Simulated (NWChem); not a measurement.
System: CH₅ClFNSi; SMILES C[Si](N)(F)Cl

NWChem input:

```
start job
memory heap 200 mb stack 900 mb global 1100 mb
geometry units angstroms noautoz
  C      1.629808     1.085775     0.456693
  Si    -0.004871     0.302492     0.040167
  N     -1.229200     0.755495     1.144821
  F     -0.354917     0.665873    -1.497766
  Cl     0.102607    -1.767915     0.101940
  H      1.966969     0.774821     1.450248
  H      1.548300     2.179549     0.448169
  H      2.394525     0.802889    -0.273792
  H     -2.093603     0.230036     1.196189
  H     -1.373648     1.732984     1.369711
end
basis spherical
  * library def2-svp
end
dft
  xc b3lyp
  iterations 150
  mulliken
end
task dft energy
```

Excerpt of the output:

```
             Northwest Computational Chemistry Package (NWChem) 7.3.0
             --------------------------------------------------------

 C1  symmetry detected

                             Geometry "geometry" -> ""
                             -------------------------

 Output coordinates in angstroms (scale by  1.889725989 to convert to a.u.)

  No.       Tag          Charge          X              Y              Z
 ---- ---------------- ---------- -------------- -------------- --------------
    1 C                    6.0000     1.34816189     1.14689352     0.90939972
    2 Si                  14.0000    -0.04028501     0.34183254    -0.03043730
    3 N                    7.0000    -1.56904790     0.74080194     0.62390290
    4 F                    9.0000     0.11818225     0.73825185    -1.59170465
    5 Cl                  17.0000     0.09859892    -1.72687855     0.02522458
    6 H                    1.0000     1.35285415     0.81688773     1.95275758
    7 H                    1.0000     1.24358288     2.23863810     0.89474412
    8 H                    1.0000     2.31618529     0.89881950     0.46239313
    9 H                    1.0000    -2.38837691     0.19676469     0.38170086
   10 H                    1.0000    -1.80571323     1.70892839     0.80733189

 Effective nuclear repulsion energy (a.u.)     308.6146105893

                                 NWChem DFT Module
                                 -----------------

 Summary of "ao basis" -> "ao basis" (spherical)
 ------------------------------------------------------------------------------
       Tag                 Description            Shells   Functions and Types
 ---------------- ------------------------------  ------  ---------------------
 C                          def2-svp                 6       14   3s2p1d
 Si                         def2-svp                 8       18   4s3p1d
 N                          def2-svp                 6       14   3s2p1d
 F                          def2-svp                 6       14   3s2p1d
 Cl                         def2-svp                 8       18   4s3p1d
 H                          def2-svp                 3        5   2s1p

            General Information
            -------------------
          SCF calculation type: DFT
          Wavefunction type:  closed shell.
          No. of atoms     :    10
          No. of electrons :    58
           Alpha electrons :    29
            Beta electrons :    29
          Charge           :     0
          Spin multiplicity:     1
          Use of symmetry is: off; symmetry adaption is: off
          Maximum number of iterations: 150
          AO basis - number of functions:   103
                     number of shells:    49
          Convergence on energy requested:  1.00D-06
          Convergence on density requested:  1.00D-05
          Convergence on gradient requested:  5.00D-04

              XC Information
              --------------
                         B3LYP Method XC Potential
                     Hartree-Fock (Exact) Exchange  0.200
                        Slater Exchange Functional  0.800 local
                    Becke 1988 Exchange Functional  0.720 non-local
              Lee-Yang-Parr Correlation Functional  0.810
                  VWN I RPA Correlation Functional  0.190 local

             Grid Information
             ----------------
          Grid used for XC integration:  medium
          Radial quadrature: Mura-Knowles
          Angular quadrature: Lebedev.
          Tag              B.-S. Rad. Rad. Pts. Rad. Cut. Ang. Pts.
          ---              ---------- --------- --------- ---------
          C                   0.70       49          11.0       434
          Si                  1.10       88           8.0       590
          N                   0.65       49          10.0       434
          F                   0.50       49          10.0       434
          Cl                  1.00       88          11.0       590
          H                   0.35       45          12.0       434
          Grid pruning is: on
          Number of quadrature shells:   548
          Spatial weights used:  Erf1

      Superposition of Atomic Density Guess
      -------------------------------------

 Sum of atomic energies:        -941.71996206

      Non-variational initial energy
      ------------------------------

 Total energy =    -943.659635
 1-e energy   =   -1915.445114
 2-e energy   =     663.170869
 HOMO         =      -0.369438
 LUMO         =       0.067868

     ---------------------------------------------
      Total Density - Mulliken Population Analysis
     ---------------------------------------------

    Atom       Charge   Shell Charges
 -----------   ------   -------------------------------------------------------
    1 C    6     6.59   1.99  0.96  0.27  2.12  1.23  0.01
    2 Si  14    12.59   2.00  1.99  0.85  0.07  5.93  0.85  0.56  0.34
    3 N    7     7.75   1.99  1.03  0.44  2.59  1.69  0.01
    4 F    9     9.57   1.99  1.15  0.78  3.52  2.13  0.00
    5 Cl  17    17.42   2.00  1.99  1.22  0.72  5.94  2.16  3.38  0.01
    6 H    1     0.86   0.65  0.18  0.03
    7 H    1     0.86   0.65  0.18  0.03
    8 H    1     0.86   0.65  0.18  0.03
    9 H    1     0.75   0.58  0.12  0.04
   10 H    1     0.75   0.58  0.12  0.04

[...]
```

Level: B3LYP/def2-SVP. Geometry: optimised at B3LYP/6-31G* (spherical d).
